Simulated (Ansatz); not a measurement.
CH₅AlClGa (`[CH3][Al]([Cl])[GaH2]`) at its PBE0-D4/def2-TZVP geometry, where that method's forces vanish. The species carries charge 0 and has multiplicity 1.

```xyz
9

C     0.0013   -1.0989    1.4397
Al   -0.0882   -0.4441   -0.3910
Cl   -0.3898   -1.9218   -1.8833
Ga    0.0996    1.8869   -1.3109
H     0.1330   -0.3014    2.1747
H    -0.9115   -1.6488    1.6909
H     0.8336   -1.8023    1.5480
H     1.4806    2.5144   -1.7464
H    -1.1586    2.8159   -1.5218
```

Question: What forces (eV/Å) does r2SCAN-D4/def2-TZVPP give on these atoms in Ansatz 0.2.0? (Estimate.)

Answer: Ansatz gave: 
```
C1   0.004  0.040 -0.025
Al2  0.007  0.071 -0.015
Cl3 -0.004 -0.017 -0.021
Ga4  0.000 -0.001  0.009
H5  -0.004 -0.042  0.006
H6   0.024  0.004  0.011
H7  -0.023  0.009  0.014
H8  -0.111 -0.020  0.019
H9   0.106 -0.045  0.001
```
